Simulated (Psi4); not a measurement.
A dimer, HF ··· CH3Br (SMILES F and CBr); the first 2 atoms form monomer A.

```
7

F      0.4622     0.0000     0.0000
H     -0.4622     0.0000     0.0000
C     -0.2109    -0.6514    -2.6728
Br    -1.6444    -0.3315    -1.3789
H      0.7333    -0.5230    -2.1556
H     -0.3223     0.0724    -3.4723
H     -0.3216    -1.6647    -3.0422
```

Q: What interaction energy does Psi4 with SAPT0/jun-cc-pVDZ, frozen core give, and which attractive term is the largest?

A: Total 12.04 kcal/mol: electrostatics -21.71, exchange 50.39, induction -11.37, dispersion -5.27. The most attractive term is electrostatics.
